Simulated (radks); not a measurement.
Q: The table gives one normalised radial function P(r) = r R(r) of Pb in [Hg] 6p2 (r in bohr). Calculated with a radial shooting solver on a logarithmic mesh with Libxc functionals: scalar-relativistic Kohn-Sham, r2SCAN, spin-polarised, spherical densities, finite nucleus; open shells are filled with parallel spins first (spin-orbit coupling, left out, can overturn this in heavy ions); meta-GGA in the generalised Kohn-Sham scheme; Fermi nuclear charge, rms radius 5.5012 fm.

r,P
0.002885,0.0164
0.004625,0.0347
0.007356,0.0703
0.0117,0.1341
0.01876,0.2300
0.02983,0.3133
0.04744,0.2562
0.07606,-0.0875
0.121,-0.4421
0.1924,-0.0676
0.3084,0.6464
0.4906,-0.0306
0.7802,-1.1381
1.251,-0.8405
1.989,-0.1920
3.164,-0.0122
5.072,-0.0001
8.067,0.0000

Which n and l does it have? It may be an empty orbital.

A: n = 5, l = 1: the number of nodes gives n - l - 1 = 3, the rise at small r (about r^(l+1), flatter next to the nucleus through relativity) gives l, and the extent must fit the shell. The curve is that of 5p down; the table hardly tells the two spins apart. 5p down: eigenvalue -87.874 eV, 3 radial nodes at r = 0.0693, 0.200, 0.485 bohr, <r> = 0.979 bohr, 90 % of the charge inside 1.41 bohr.
